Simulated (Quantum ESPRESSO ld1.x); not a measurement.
Question: Coherent X-ray form factor from a spherical all-electron density. All-electron calculation, scalar-relativistic Kohn-Sham, LDA (Slater exchange, Perdew-Wang correlation), spin-polarised, spherical densities, point nucleus. Program: ld1.x of Quantum ESPRESSO 7.5.

sin(theta)/lambda (1/angstrom),f0 (electrons)
0.05,45.693
0.1,44.798
0.15,43.381
0.2,41.544
0.25,39.409
0.3,37.102
0.4,32.426
0.5,28.209
0.6,24.769
0.8,20.116
1,17.275
1.25,14.559
1.5,12.092
2,8.214

The species is in the configuration that NIST lists as its ground one. Which atom or ion scatters so?

Answer: The iodine ion I7+, [Kr] 4d10. Extrapolating in s^2 from the first two rows gives f0(0) = 46.0, near the electron count 46; among species with that count, the fall with angle is slower the higher Z, and the table is that of Z = 53; from so few rows the species is fixed only to a neighbour or two.
